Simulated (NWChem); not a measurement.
Program: NWChem. System: CH$_{3}$NOSi, charge 0, spin multiplicity 1, at a geometry optimised with B3LYP/def2-SVP. The structure started from a generated list of species. Level: MP2/def2-SVPD, 8 core orbitals frozen.

The NWChem input:

```
start mol
memory heap 200 mb stack 900 mb global 1100 mb
geometry units angstroms nocenter noautoz
  N     -2.303226    -0.596903     0.000000
  C     -1.286656    -0.030740     0.000000
  O     -0.182610     0.624626     0.000000
  Si     1.417144    -0.012128     0.000000
  H      1.595675    -0.829509     1.225853
  H      2.272035     1.194564     0.000000
  H      1.595675    -0.829509    -1.225853
  symmetry group Cs
end
basis spherical
  * library def2-svpd
end
scf
  rhf
  nopen 0
  maxiter 100
  thresh 1e-7
  semidirect memsize 60000000 filesize 0
end
mp2
  freeze core 8
end
task mp2 energy
```

NWChem printed:

```
             Northwest Computational Chemistry Package (NWChem) 7.3.0
             --------------------------------------------------------

                                NWChem Input Module
                                -------------------

 Scaling coordinates for geometry "geometry" by  1.889725989
 (inverse scale =  0.529177249)

 Turning off AUTOSYM since
 SYMMETRY directive was detected!

                             Geometry "geometry" -> ""
                             -------------------------

 Output coordinates in angstroms (scale by  1.889725989 to convert to a.u.)

  No.       Tag          Charge          X              Y              Z
 ---- ---------------- ---------- -------------- -------------- --------------
    1 N                    7.0000    -2.30322600    -0.59690300     0.00000000
    2 C                    6.0000    -1.28665600    -0.03074000     0.00000000
    3 O                    8.0000    -0.18261000     0.62462600     0.00000000
    4 Si                  14.0000     1.41714400    -0.01212800     0.00000000
    5 H                    1.0000     1.59567500    -0.82950900     1.22585300
    6 H                    1.0000     2.27203500     1.19456400     0.00000000
    7 H                    1.0000     1.59567500    -0.82950900    -1.22585300

 Effective nuclear repulsion energy (a.u.)     141.5674573352

            Nuclear Dipole moment (a.u.)
            ----------------------------
        X                 Y               Z
 ---------------- ---------------- ----------------
     0.0000056692     0.0000018897     0.0000000000

      Symmetry information
      --------------------

 Group name             Cs
 Group number              2
 Group order               2
 No. of unique centers     6

      Symmetry unique atoms

     1    2    3    4    5    6


 Summary of "ao basis" -> "" (spherical)
 ------------------------------------------------------------------------------
       Tag                 Description            Shells   Functions and Types
 ---------------- ------------------------------  ------  ---------------------
[...]
     1   1 0 0      1.973011      0.000000      0.000006
     1   0 1 0      0.305890      0.000000      0.000002
     1   0 0 1      0.000000      0.000000      0.000000

     2   2 0 0    -28.280210      0.000000    306.055508
     2   1 1 0     -2.559901      0.000000     31.334813
     2   1 0 1      0.000000      0.000000      0.000000
     2   0 2 0    -24.271627      0.000000     30.090487
     2   0 1 1     -0.000000      0.000000      0.000000
     2   0 0 2    -23.080914      0.000000     10.732588

                   NWChem MP2 Semi-direct Energy/Gradient Module
                   ---------------------------------------------

  Basis functions       =    111
  Molecular orbitals    =    111
  Frozen core           =      8
  Frozen virtuals       =      0
  Active alpha occupied =     11
  Active beta occupied  =     11
  Active alpha virtual  =     92
  Active beta virtual   =     92
  Use MO symmetry       = T
  Use skeleton AO sym   = T

  AO/Fock/Back tols     =   1.0D-09  1.0D-09  1.0D-09

 GA uses MA = F    GA memory limited = T

 Available:
  local mem=  1.26D+08
 global mem=  1.44D+08
 local disk=  0.00D+00
  mp2_memr nvloc                    92
  nvloc new                    92
   1 passes of  11:        3145728                      50940                  21030666.
   1 passes of  11: M    126152792           G      144154558           F     123007064.

 Semi-direct pass number   1 of   1  for RHF alpha+beta  at        3.4s
  vrange nnbf                  6106
  mp2_eaftype                    80  avail_ma_in_mb                  1099
 EAF : mp2_eaftype filesize          80   10515333.
  mp2_eaf for mointskh                     80
Node 0 wrote     49.4 Mb in      0.0 s     Agg I/O rate:  2361.8 Mb/s
 Done moints_semi at        6.0s
  mp2_eaftype                    80  avail_ma_in_mb                  1019
 EAF : mp2_eaftype filesize          80   10515333.
  mp2_eaf for kh                    80
 Done maket at        6.2s
 Done multipass loop at        6.2s

          -------------------------------------------
          SCF energy                -457.647826846978
          Correlation energy          -0.583457329299
          Singlet pairs               -0.365997317838
          Triplet pairs               -0.217460011461
          Total MP2 energy          -458.231284176278
          -------------------------------------------

          ---------------------------------------------------
                    Spin Component Scaled (SCS) MP2
          Same spin pairs                     -0.144973340974
          Same spin scaling factor             0.333333333333
          Opposite spin pairs                 -0.438483988325
          Opposite spin scaling fact.          1.200000000000
          SCS-MP2 correlation energy          -0.574505232981
          Total SCS-MP2 energy              -458.222332079960
          ---------------------------------------------------

 -----------------------
 Performance information
 -----------------------

 Timer overhead =  1.59D-07 seconds/call

               Nr. of calls         CPU time (s)                 Wall time (s)                GFlops
             ---------------    -------------------     ------------------------------   -------------------
Name         Min   Avg   Max    Min     Avg     Max     Min     Avg     Max   Mx/calls   Min     Max     Sum
mp2: moin     1     1     1    2.6     2.6     2.6      2.6     2.6     2.6     2.6      0.0     0.0     0.0
mp2: make     1     1     1   0.19    0.19    0.19     0.19    0.19    0.19    0.19      0.0     0.0     0.0
mp2: tota     1     1     1    2.9     2.9     2.9      2.9     2.9     2.9     2.9      0.0     0.0     0.0

 The average no. of pstat calls per process was 3.00D+00
 with a timing overhead of 4.76D-07s

 Task  times  cpu:        6.2s     wall:        6.2s

 Total times  cpu:        6.2s     wall:        6.2s
```
